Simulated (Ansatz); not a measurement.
Cl$_{2}$GeH$_{2}$O$_{2}$ (`[OH][Ge]([OH])([Cl])[Cl]`). Total charge 0; spin multiplicity 1.

Z-matrix (Å, degrees):
```
Ge
O 1 1.743
Cl 1 2.116 2 107.1
O 1 1.752 2 107.4 3 121.5
Cl 1 2.133 2 112.4 3 -118.8
H 2 0.962 1 111.8 3 -157.2
H 4 0.961 1 113.3 2 160.8
```

List the harmonic frequencies (cm⁻¹, unscaled) at PBE0-D4/def2-TZVP in Ansatz. (Estimate.)

Ansatz gave: 102, 143, 160, 200, 213, 235, 267, 425, 458, 740, 768, 927, 945, 3872, 3884.

Is this a minimum?

Yes, all 15 modes are real.

Give the ideal-gas thermochemistry at 298.15 K and 1 bar (rigid rotor, harmonic oscillator; point group C1, symmetry number 1).

Zero-point energy 79.8 kJ/mol; H(298) − E = 102.6 kJ/mol; entropy 370.1 J/(mol·K), of which translation 173.4, rotation 118.3, vibration 78.3; G(298) − E = -7.7 kJ/mol.

And at 400, 500, 600, 800 and 1000 K?


```tsv
T (K)	H − E (kJ/mol)	S (J/mol/K)	G − E (kJ/mol)
400	114.2	403.6	-47.2
500	126.5	430.9	-89.0
600	139.2	454.1	-133.2
800	165.7	492.2	-228.0
1000	193.1	522.7	-329.6
```
